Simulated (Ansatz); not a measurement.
C3H8BO, SMILES `[BH]OC(C)C` radical. Total charge 0; spin multiplicity 2. All single points use the PBE0-D4/def2-TZVP geometry. It is one conformer, not always the lowest.

```xyz
13

B     1.862   -1.400    0.651
O     0.632   -0.921    0.659
C     0.186    0.147   -0.198
C    -0.899   -0.398   -1.097
C    -0.283    1.283    0.679
H     2.195   -2.294    1.381
H     1.044    0.468   -0.800
H    -1.267    0.387   -1.761
H    -1.737   -0.768   -0.501
H    -0.520   -1.218   -1.709
H    -1.107    0.956    1.318
H     0.527    1.642    1.316
H    -0.632    2.115    0.063
```

Problem. What is the dipole moment at B3LYP/def2-TZVPP? (Estimate.)

Solution. Ansatz gave: 2.00 D, with components (-1.33, 1.30, -0.75) D in this frame, pointing from negative to positive charge.

Problem. And with PBE, r2SCAN, ωB97M-V? (Estimate.)

Solution. Computed: PBE 2.08 D, r2SCAN 2.04 D, ωB97M-V 2.02 D.

Problem. Give the Mulliken charges with B3LYP, PBE, ωB97M-V in def2-TZVPP. (An estimate is asked.)

Solution. Computed: 
```
atom  B3LYP    PBE  ωB97M-V
  B1  -0.08  -0.11    -0.10
  O2  -0.23  -0.16    -0.21
  C3   0.23   0.22     0.12
  C4  -0.25  -0.25    -0.29
  C5  -0.25  -0.25    -0.29
  H6   0.03   0.01     0.05
  H7   0.04   0.03     0.08
  H8   0.08   0.08     0.10
  H9   0.08   0.08     0.11
 H10   0.09   0.09     0.11
 H11   0.08   0.08     0.11
 H12   0.09   0.09     0.11
 H13   0.08   0.08     0.10
```

B3LYP here is the variant with VWN-RPA as its local correlation; programs differ in this.
